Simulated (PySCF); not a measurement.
Work out the structure from these simulated measurements.

Formula: C6H4FOP.

* Dipole: 2.61 D [B3LYP/def2-SVPD]
* Triplet: lowest triplet excitation (Tamm–Dancoff): 3.02 eV [TDA B3LYP/def2-SVPD]
* UV, first state: lowest singlet excitation: 3.47 eV (357 nm, f = 0.000) [TDDFT B3LYP/def2-SVPD]
* Polarisability: 98.9 au [B3LYP/def2-SVPD]
* Rotational structure: rotational constants A, B, C: 2.307, 1.220, 0.798 GHz [PBE0-D3(BJ)/def2-SVP]
* 1H NMR: chemical shifts (computed TMS as zero) by class: 10.35 (1 H), 8.65 (1 H), 8.01 (1 H), 7.56 (1 H) ppm [GIAO KT3/pcSseg-1]
* 13C NMR: chemical shifts (computed TMS as zero) by class: 198.1 (1 C), 172.5 (1 C), 156.7 (1 C), 124.7 (1 C), 123.0 (1 C), 119.9 (1 C) ppm [GIAO KT3/pcSseg-1]

Gas-phase values; electronic properties from PySCF, density fitting. Levels stand in brackets. One conformer (not necessarily the lowest) at the PBE0-D3(BJ)/def2-SVP geometry, without solvent, vibrations or thermal averaging. NMR classes are plain means over equivalent atoms (diastereotopic ones count apart unless rotation or inversion swaps them), as if these changed places fast.

Task: What is the compound? Reason from the data.

Result: Numbering: `[O:1]=[CH:2][c:3]1[cH:4][cH:5][cH:6][p:7][c:8]1[F:9]`. 6 carbons fall into 6 classes; from least to most shielded: aromatic C–F carbon [C8] (198.1 ppm), aldehyde carbon [C2] (172.5 ppm), aromatic CH carbon [C6] (156.7 ppm), aromatic CH carbon [C4] (124.7 ppm), aromatic CH carbon [C5] (123.0 ppm), substituted aromatic carbon [C3] (119.9 ppm). Hydrogen classes from least to most shielded: 1 H on an aldehyde carbon, C2 (10.35 ppm), 1 H on an aromatic CH carbon, C6 (8.65 ppm), 1 H on an aromatic CH carbon, C4 (8.01 ppm), 1 H on an aromatic CH carbon, C5 (7.56 ppm). S1 is mainly HOMO−1→LUMO (weight 0.91); the largest Löwdin shares of the orbital it empties are 0.56 on the aldehyde oxygen, 0.14 on the aldehyde carbon, 0.09 on the substituted aromatic carbon and 0.07 on the formyl hydrogen, of the orbital it fills 0.17 on an aromatic CH carbon, 0.15 on the aldehyde carbon, 0.15 on the aldehyde oxygen and 0.13 on an aromatic CH carbon. The optimised geometry has point group Cs and is an asymmetric top. Structure: `c1c(c(F)pcc1)C=O`. Computed isomers that give other values at the same levels: `O=Cc1cpccc1F` (rotational constant A: 2.025 GHz; this holds for the one conformer computed). The assignments are read from this structure; whether some other isomer fits the data as well wasn't checked.

The values belong to the conformer `[O:1]=[CH:2][c:3]1[cH:4][cH:5][cH:6][p:7][c:8]1[F:9]`: O1–C2–C3–C4 0°.
